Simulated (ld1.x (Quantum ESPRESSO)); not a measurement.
## Reading a pseudo-wave (Zn (Z = 30))

Columns: radius, all-electron u(r) and pseudo u(r) of the 4p shell (level -4.42 eV) of zinc in the configuration [Ne] 3s2 3p6 3d10 4s1.5 4p0; LDA (PZ), scalar-relativistic, ultrasoft scheme, ld1.x (Quantum ESPRESSO) 7.5.

```json
{"r (bohr)": "0.115", "all-electron": "0.1213", "pseudo": "-0.0372"}
{"r (bohr)": "0.230", "all-electron": "0.0191", "pseudo": "-0.1270"}
{"r (bohr)": "0.345", "all-electron": "-0.1249", "pseudo": "-0.2182"}
{"r (bohr)": "0.460", "all-electron": "-0.1975", "pseudo": "-0.2629"}
{"r (bohr)": "0.575", "all-electron": "-0.1971", "pseudo": "-0.2431"}
{"r (bohr)": "0.690", "all-electron": "-0.1498", "pseudo": "-0.1744"}
{"r (bohr)": "0.805", "all-electron": "-0.0788", "pseudo": "-0.0862"}
{"r (bohr)": "0.920", "all-electron": "0.0010", "pseudo": "0.0004"}
{"r (bohr)": "1.035", "all-electron": "0.0811", "pseudo": "0.0811"}
{"r (bohr)": "1.150", "all-electron": "0.1568", "pseudo": "0.1568"}
{"r (bohr)": "1.265", "all-electron": "0.2262", "pseudo": "0.2262"}
{"r (bohr)": "1.380", "all-electron": "0.2881", "pseudo": "0.2881"}
{"r (bohr)": "1.495", "all-electron": "0.3425", "pseudo": "0.3425"}
{"r (bohr)": "1.610", "all-electron": "0.3897", "pseudo": "0.3897"}
{"r (bohr)": "1.725", "all-electron": "0.4299", "pseudo": "0.4299"}
{"r (bohr)": "1.840", "all-electron": "0.4638", "pseudo": "0.4638"}
{"r (bohr)": "1.955", "all-electron": "0.4918", "pseudo": "0.4918"}
{"r (bohr)": "2.070", "all-electron": "0.5145", "pseudo": "0.5145"}
{"r (bohr)": "2.185", "all-electron": "0.5323", "pseudo": "0.5323"}
{"r (bohr)": "2.300", "all-electron": "0.5458", "pseudo": "0.5458"}
{"r (bohr)": "2.415", "all-electron": "0.5553", "pseudo": "0.5553"}
{"r (bohr)": "2.530", "all-electron": "0.5613", "pseudo": "0.5613"}
{"r (bohr)": "2.645", "all-electron": "0.5642", "pseudo": "0.5642"}
{"r (bohr)": "2.760", "all-electron": "0.5643", "pseudo": "0.5643"}
{"r (bohr)": "2.875", "all-electron": "0.5619", "pseudo": "0.5619"}
{"r (bohr)": "2.990", "all-electron": "0.5573", "pseudo": "0.5573"}
```

How many radial nodes do the two functions have?

The all-electron 4p function has n − l − 1 = 2; the pseudo-wave has 1, since 1 lower shell of the same l stays in the valence.

At about which radius was the pseudo-wave matched?

1.05 bohr, where the columns begin to agree (steps of 0.12 bohr).

Is the pseudo-wave norm-conserving?

No, it belongs to an ultrasoft set: the norm inside the radius is not constrained, and the difference is carried by the augmentation charge.
